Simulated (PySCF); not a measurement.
Correlation energy of Se³⁺ (selenium, charge +3)

[Ar] 3d10 4s2 4p1, 2P determinant. All numbers are calculated (PySCF 2.14, no relativity, point nucleus, in dyall-av2z (16s12p8d, 92 functions)). Frozen: [Ar] 3d10; 3 electrons correlated; the 39 highest virtual orbitals of each spin left out.

```json
{"level": "CCSD", "correlation energy (mhartree)": "-54.79"}
{"level": "(T)", "correlation energy (mhartree)": "-0.50"}
{"level": "CCSD(T)", "correlation energy (mhartree)": "-55.29"}
```

Diagnostics: T1 = 0.0077, D1 = 0.0184, largest double amplitude 0.099.

Question: Is a single reference adequate?

Answer: Mostly. T1 lies below 0.03, but a double amplitude of this size points to a near-degeneracy that CCSD handles and MP2 describes poorly.
